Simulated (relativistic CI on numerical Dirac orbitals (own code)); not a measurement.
# Transition arrays of Ni VII

These numbers are calculated, not measured: Dirac-Coulomb-Breit CI, KLI orbitals optimised for each configuration, a model potential for QED, valence Slater integrals scaled by 0.9, whole transition arrays (own radial code, finite nucleus).

Configuration list (outside the closed core [Ne] 3s2): 3p⁶3d⁴, 3p⁶3d³4f, 3p⁵3d⁵, 3p⁶3d³4p, 3p⁶3d³5f. Levels of other configurations are missing.

All E1 lines from the levels of 3p⁶3d⁴; mean and standard deviation are weighted by gf, and upper levels are sorted by their leading configuration.

| Upper configuration | Lines | Σgf | Mean (eV) | Mean (nm) | σ (eV) | Strongest line (nm) |
| --- | --- | --- | --- | --- | --- | --- |
| 3p⁶3d³4f | 3032 | 480.8 | 88.71 | 13.977 | 2.67 | 13.923 |
| 3p⁵3d⁵ | 3038 | 198.4 | 76.75 | 16.154 | 6.27 | 15.565 |
| 3p⁶3d³4p | 1718 | 70.9 | 56.86 | 21.806 | 2.23 | 21.786 |
| 3p⁶3d³5f | 2825 | 219.6 | 103.46 | 11.984 | 2.85 | 11.899 |

Σgf per state of the lower configuration in bins of 0.5 nm over the central range (centre: value): 11.75: 0.59, 12.25: 0.34, 12.75: 0.08, 13.25: 0.21, 13.75: 1.25, 14.25: 0.66, 14.75: 0.31, 15.25: 0.08, 15.75: 0.26, 16.25: 0.11, 16.75: 0.07, 17.25: 0.13, 17.75: 0.07, 18.25: 0.02, 18.75: 0.02, 19.25: 0.02, 20.75: 0.03, 21.25: 0.09, 21.75: 0.10.

(1) How do configuration mixing and the scaling of the Slater integrals move the arrays?

## Answers

(1) Slater scale 0.9, no configuration mixing: 3p⁶3d³4f 88.4 ± 2.5 eV (Σgf 240.6), 3p⁵3d⁵ 80.5 ± 6.3 eV (Σgf 509.5), 3p⁶3d³4p 56.8 ± 2.3 eV (Σgf 61.8), 3p⁶3d³5f 103.6 ± 2.7 eV (Σgf 126.4); Slater scale 1: 3p⁶3d³4f 89.2 ± 3.0 eV (Σgf 489.2), 3p⁵3d⁵ 78.4 ± 8.0 eV (Σgf 180.5), 3p⁶3d³4p 56.9 ± 2.5 eV (Σgf 72.2), 3p⁶3d³5f 103.4 ± 3.3 eV (Σgf 238.6); Slater scale 0.8: 3p⁶3d³4f 88.2 ± 2.7 eV (Σgf 442.3), 3p⁵3d⁵ 76.9 ± 5.4 eV (Σgf 239.9), 3p⁶3d³4p 56.8 ± 2.0 eV (Σgf 71.4), 3p⁶3d³5f 103.4 ± 2.5 eV (Σgf 205.1). With mixing, levels are counted to their leading configuration, so an array can shrink or vanish into another, and the sums then hold other lines.
